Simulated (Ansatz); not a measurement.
A nudged elastic band was laid between two geometries of CH3BClF + H2S (10 atoms, charge 0, multiplicity 1).

Level of theory: Ansatz, RKS PBE-D4/def2-SVP.

| Property | Result |
| --- | --- |
| movable images | 7 |
| climbing image | yes |
| spring | 5.0 eV/Å² |
| optimiser | quadratic models (default) |
| start path | through a guess of the saddle point |
| force threshold | 0.05 eV/Å |
| iteration limit | 60 |
| end points | relaxed |

Image 0:

```xyz
10
Properties=species:S:1:pos:R:3
B -0.331 0.225 0.174
F -0.731 0.270 1.451
Cl 1.406 0.554 -0.097
C -1.352 0.146 -1.007
H -2.285 -0.374 -0.712
H -1.626 1.185 -1.297
H -0.926 -0.339 -1.905
S 0.033 -2.807 0.497
H -0.130 -2.470 1.805
H 1.329 -2.394 0.514
```

Image 8:

```xyz
10
Properties=species:S:1:pos:R:3
B 0.178 -0.607 -0.447
F -0.278 0.092 2.177
Cl 1.622 0.368 -0.744
C -1.237 -0.143 -0.920
H -2.074 -0.697 -0.456
H -1.377 0.941 -0.735
H -1.304 -0.287 -2.022
S 0.532 -2.239 0.308
H -0.759 -2.682 0.330
H 0.083 -0.750 1.932
```

Problem. Which bonds break or form, and what moves?

Solution. Bonds broken: B1–F2, S8–H10. Bonds formed: B1–S8, F2–H10. CH3BClF + H2S becomes CH4BClS + FH.

Problem. Give the energies along the band, and the barrier.

Solution. The run converged. The highest image is number 6 of 0 to 8, 1.00 eV above the first end and 0.26 eV above the last; the last end lies 0.74 eV above the first. A vibrational analysis at the climbing image gives one clearly imaginary mode, 538i cm⁻¹: a first-order saddle point. The orbitals stay closed-shell, which can raise the energy where a bond breaks towards radicals; this wasn't checked here.

```csv
image,path coordinate (Å),energy (eV),B1–F2 (Å),S8–H10 (Å),B1–S8 (Å)
0,0.00,0.00,1.34,1.36,3.07
1,0.68,0.01,1.34,1.36,3.01
2,1.37,0.02,1.34,1.36,2.93
3,2.05,0.02,1.34,1.36,2.94
4,2.73,0.05,1.35,1.36,2.87
5,3.42,0.30,1.39,1.37,2.37
6,4.10,1.00,1.68,1.70,1.99
7,4.64,0.82,2.24,2.07,1.87
8,5.17,0.74,2.75,2.25,1.83
```

Problem. What is the geometry of the highest image?

Solution. 
```xyz
10
Properties=species:S:1:pos:R:3
B 0.080 -0.341 -0.049
F -0.213 0.009 1.566
Cl 1.585 0.541 -0.491
C -1.248 -0.110 -0.862
H -2.122 -0.629 -0.418
H -1.483 0.974 -0.911
H -1.131 -0.467 -1.906
S 0.536 -2.212 0.454
H -0.736 -2.702 0.395
H 0.119 -1.066 1.644
```

Problem. What are the harmonic wavenumbers there?

Solution. 538i, 173, 195, 236, 267, 291, 381, 439, 476, 667, 716, 773, 910, 986, 1044, 1091, 1291, 1385, 1390, 1632, 2601, 2975, 3067, 3070 cm⁻¹.

The band took 22 iterations and of the order of 11 core-minutes.

Run time: 5.5 min on 2 threads of Arm Neoverse V1, with other jobs on the host, peak memory 0.14 GiB.
